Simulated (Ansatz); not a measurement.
A structure relaxed at PBE0-D4/def2-TZVP in Ansatz, charge 0, singlet:

```xyz
7

As    1.268    0.034    0.125
H     1.222    1.329   -0.677
H     1.030    0.777    1.434
C    -0.620   -0.452   -0.175
H    -0.727   -0.807   -1.200
H    -1.294    0.386   -0.008
H    -0.879   -1.267    0.501
```

Question: Give its formula, name or SMILES and point group.

Answer: AsH2Me (CH₅As). Point group Cs (tolerance 0.1 Å).

Question: Summarise the bond lengths by kind (pairs closer than 1.2 times the sum of covalent radii, bridged metal pairs left out).

Answer: 1 × As–C 1.97 Å; 3 × C–H 1.09 Å; 2 × As–H 1.52 Å.
